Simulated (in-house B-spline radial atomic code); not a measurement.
## Mn4+: [Ar] 3d2 4s1 (an excited or competing configuration)

Computed with a radial B-spline atomic code at the basis-set limit: Dirac-Hartree-Fock, average of configuration, Fermi nucleus of rms radius 3.7057 fm.

Screening seen three ways: the hydrogenic charge with the same mean radius, Z_r = [3n² - l(l+1)]/(2<r>), the one with the same energy, Z_e = n√(-2ε), and Slater's rules. Values are occupation-weighted means over j.

```
shell  electrons   ε (eV)  <r> (bohr)    Z_r    Z_e  Slater
   1s          2  -6672.7     0.06087  24.64  22.15   24.70
   2s          2   -877.8      0.2773  21.63  16.06   20.85
   2p          6  -750.96      0.2461  20.31  14.86   20.85
   3s          2  -172.65      0.8209  16.45  10.69   13.75
   3p          6  -132.92      0.8575  14.58   9.38   13.75
   3d          2  -80.807       0.915  11.48   7.31    6.65
   4s          1  -49.415        2.13  11.27   7.62    6.50
```

The least bound orbital is 4s1/2 at -49.42 eV, and it is also the most diffuse (<r> = 2.13 bohr).

Spin-orbit splittings of the orbital energies (j = l + 1/2 above j = l - 1/2 when positive): 2p 10.6 eV, 3p 1.486 eV, 3d 0.1591 eV.

For the 1s electron the small component carries 0.807 % of the norm, the zero-frequency Breit interaction raises the level by 7.398 eV, self-energy by 3.603 eV, and vacuum polarisation lowers it by 0.3003 eV.
